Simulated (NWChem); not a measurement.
Molecule: C₄H₅BO; SMILES C=CB(C#C)O

```xyz
11

C     -1.0869     2.1820     0.0000
C     -0.3228     1.2345     0.0000
B      0.6069     0.0043     0.0002
O      1.9434     0.2390    -0.0001
C      0.0210    -1.4438     0.0008
C     -1.2942    -1.7048    -0.0005
H     -1.7503     3.0284     0.0001
H      2.4611    -0.5729     0.0002
H      0.7090    -2.3025     0.0022
H     -1.6927    -2.7251    -0.0004
H     -2.0271    -0.8902    -0.0018
```
Atoms are numbered in this order, from 1.

Results from NWChem. Pople sets run with spherical d functions. Coordinates come from a PBE0/def2-SVP optimisation. Vzz is the largest principal value of the second derivative of the potential at the nucleus (NWChem prints the opposite sign); η is the asymmetry. Non-relativistic.

| level | Vzz B3 (a.u.) | η B3 | Vzz O4 (a.u.) | η O4 |
|---|---|---|---|---|
| B3LYP/def2-TZVP | 0.396 | 0.28 | 1.236 | 0.09 |
| B3LYP/def2-SVP | 0.360 | 0.29 | 1.267 | 0.06 |
| CAM-B3LYP/6-31G* | 0.368 | 0.30 | 1.237 | 0.00 |
